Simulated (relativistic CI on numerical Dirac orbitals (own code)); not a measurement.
## Sensitivity of the levels of Co24+ to α and to the nuclear radius

Method of calculation: Dirac-Coulomb-Breit CI, separate exchange-only KLI orbitals for each configuration, derivatives by finite differences, unscaled Slater integrals, QED left out (own radial code, finite nucleus).

CI space (outside the closed core 1s2): 2s, 2p, 3s, 3p, 3d. Levels of other configurations are missing.

With x = (α/α₀)² − 1 an excitation energy changes as ω = ω₀ + qx; K = 2q/ω₀ is the relative enhancement. Terms are leading LS components, so labels can repeat. The field-shift factor is F = δν/δ⟨r²⟩ for the transition from the lowest level.

Lowest level 2s ²S1/2.

```tsv
Level	ω₀ (cm⁻¹)	q (cm⁻¹)	K	F (GHz/fm²)
2p ²P°1/2	415354	22750	0.11	-122
2p ²P°3/2	566472	177300	0.626	-122
3s ²S1/2	10053012	135600	0.027	-81
3p ²P°1/2	10168442	141700	0.0279	-116
3p ²P°3/2	10213099	187400	0.0367	-117
3d ²D3/2	10255629	186300	0.0363	-116
3d ²D5/2	10269776	200600	0.0391	-116
```

At this charge energies of transitions that change n are usually good to better than 1 %, and those within a shell (Δn = 0) to a few per cent.
